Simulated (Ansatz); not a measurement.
System: chloro(trimethyl)silane, C₃H₉ClSi, charge 0, multiplicity 1. 
Coordinates optimised at B3LYP-D3(BJ)/def2-TZVP (Ansatz, a first-principles code):
SMILES: C[Si](Cl)(C)C
```xyz
14

Si    -0.0511     0.1244    -0.3069
Cl     0.2680    -0.6522     1.6091
C     -1.7444    -0.4328    -0.8596
C      1.2876    -0.5566    -1.4147
C      0.0483     1.9836    -0.1788
H     -2.5174    -0.0672    -0.1816
H     -1.8077    -1.5218    -0.8893
H     -1.9624    -0.0520    -1.8609
H      1.2502    -1.6467    -1.4491
H      2.2767    -0.2630    -1.0593
H      1.1666    -0.1798    -2.4338
H     -0.1124     2.4418    -1.1583
H     -0.7094     2.3699     0.5050
H      1.0268     2.2990     0.1872
```

Wanted: atomisation energy (electronic, to ground-state atoms), in eV. Cores are frozen in the correlated levels unless marked. UHF or UKS for open shells. No spin-orbit coupling. Non-relativistic unless marked X2C. The coupled-cluster limit lacks core correlation, which all-electron functionals hold. CBS marks a two-point X^-3 extrapolation of the correlation energy; Hartree-Fock from the larger set.

```csv
level,program,atomisation energy (eV)
HF/6-31G*,Ansatz,41.55
PBE/def2-TZVPD,Ansatz,54.68
BLYP-D3(BJ)/def2-TZVPD,Ansatz + dftd3,53.96
r2SCAN/def2-TZVPD,Ansatz,54.59
PBE0-D3(BJ)/def2-TZVP,Ansatz + dftd3,54.66
r2SCAN0/def2-TZVPD,Ansatz,54.20
HSE06/def2-TZVPD,Ansatz,54.42
CAM-B3LYP-D4/def2-TZVPD,Ansatz + dftd4,54.61
wB97M-V/def2-TZVPD,Ansatz,54.67
wB97X-V/def2-TZVPD,Ansatz,54.64
B2GP-PLYP-D4/def2-TZVPD,Ansatz + dftd4,53.83
B2PLYP-D3(BJ)/def2-TZVPD,Ansatz + dftd3,54.00
B2PLYP-D4/def2-TZVPD,Ansatz + dftd4,53.94
MP2/cc-pV(Q+d)Z,Ansatz,54.54
SCS-MP2/cc-pV(D+d)Z,Ansatz,50.76
CCSD/cc-pV(Q+d)Z,Ansatz,53.46
CCSD(T)/aug-cc-pV(D+d)Z,Ansatz,51.13
CCSD(T)/aug-cc-pV(T+d)Z,Ansatz,53.59
CCSD(T)/cc-pVTZ,Ansatz,53.20
X2C-CCSD(T)/cc-pVTZ-DK,Ansatz,53.13
"CCSD(T)/CBS(cc-pV(T+d)Z,cc-pV(Q+d)Z)",Ansatz,54.62
```
